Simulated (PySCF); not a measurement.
Circular dichroism: `CC=C=C(C)OC`, C6H10O

Molfile (atoms numbered from 1):
```
C6H10O
     RDKit          3D

 17 16  0  0  0  0  0  0  0  0999 V2000
   -3.0998   -0.2760   -0.4049 C   0  0  0  0  0  0  0  0  0  0  0  0
   -1.7775   -0.5246   -1.0684 C   0  0  0  0  0  0  0  0  0  0  0  0
   -0.6242   -0.2680   -0.5312 C   0  0  0  0  0  0  0  0  0  0  0  0
    0.4980    0.0452    0.0599 C   0  0  0  0  0  0  0  0  0  0  0  0
    1.1238    1.4026   -0.1206 C   0  0  0  0  0  0  0  0  0  0  0  0
    1.1056   -0.8804    0.8905 O   0  0  0  0  0  0  0  0  0  0  0  0
    2.4952   -0.7833    1.0711 C   0  0  0  0  0  0  0  0  0  0  0  0
   -3.6828    0.4353   -0.9901 H   0  0  0  0  0  0  0  0  0  0  0  0
   -2.9601    0.1185    0.5978 H   0  0  0  0  0  0  0  0  0  0  0  0
   -3.6661   -1.2048   -0.3460 H   0  0  0  0  0  0  0  0  0  0  0  0
   -1.8310   -0.9409   -2.0690 H   0  0  0  0  0  0  0  0  0  0  0  0
    2.0882    1.3303   -0.6231 H   0  0  0  0  0  0  0  0  0  0  0  0
    0.4637    2.0211   -0.7218 H   0  0  0  0  0  0  0  0  0  0  0  0
    1.2710    1.8822    0.8470 H   0  0  0  0  0  0  0  0  0  0  0  0
    2.7689   -1.6361    1.6912 H   0  0  0  0  0  0  0  0  0  0  0  0
    3.0359   -0.8476    0.1200 H   0  0  0  0  0  0  0  0  0  0  0  0
    2.7842    0.1385    1.5874 H   0  0  0  0  0  0  0  0  0  0  0  0
  1  2  1  0
  2  3  2  0
  3  4  2  0
  4  5  1  0
  4  6  1  0
  6  7  1  0
  1  8  1  0
  1  9  1  0
  1 10  1  0
  2 11  1  0
  5 12  1  0
  5 13  1  0
  5 14  1  0
  7 15  1  0
  7 16  1  0
  7 17  1  0
M  END
```

Method used: TDDFT BHandHLYP/aug-cc-pVDZ circular dichroism and optical rotation, one conformer, gas phase (PySCF 2.14.0). Geometry: GFN2-xTB.

No stereocentre is labelled: unless the shape is locked (an allene, a helicene, a hindered biaryl), the mirror image is equally populated and a measured rotation or CD is zero.

Task: Which excitations and rotatory strengths does the calculation give?

Result: Rotatory strengths R in 10⁻⁴⁰ esu² cm², velocity form and length form (origin at the centre of mass); f in length form.
```
state  E (eV)  λ (nm)       f  R (velocity)  R (length)                                   main
    1    5.14     241   0.002         -18.6       -18.5     HOMO→LUMO+8 0.37, HOMO→LUMO+9 0.22
    2    5.55     223   0.026         +11.8       +11.9                         HOMO→LUMO 0.88
    3    6.12     203   0.050          +6.5        +6.6                       HOMO→LUMO+1 0.84
    4    6.26     198  0.0006          -3.8        -4.1                       HOMO→LUMO+3 0.88
    5    6.34     195   0.008         -26.1       -26.6   HOMO−1→LUMO 0.35, HOMO−1→LUMO+1 0.32
    6    6.37     195   0.020          +4.8        +4.8                       HOMO→LUMO+2 0.86
    7    6.67     186   0.049          +3.1        +3.3    HOMO→LUMO+4 0.46, HOMO→LUMO+11 0.17
    8    6.82     182   0.029         -20.7       -20.8     HOMO→LUMO+5 0.63, HOMO→LUMO+6 0.18
    9    6.84     181   0.016          +7.2        +7.4  HOMO−1→LUMO 0.32, HOMO−1→LUMO+11 0.18
   10    6.90     180   0.005          -1.0        -1.1     HOMO→LUMO+6 0.49, HOMO→LUMO+5 0.24
   11    7.09     175   0.036          +7.0        +7.0                       HOMO→LUMO+7 0.40
   12    7.14     174   0.037          +3.4        +3.5   HOMO→LUMO+7 0.35, HOMO−1→LUMO+1 0.13
```

Among the states computed, the strongest CD band (largest |R|) is state 5. The largest dissymmetry factor in size, g = 4R/(D+G), with D and G the electric and magnetic dipole strengths, is -0.088 for state 1 (velocity form, f = 0.002), among bands with |R| over 0.5. The mirror image has the same energies and oscillator strengths and all R with the opposite sign.
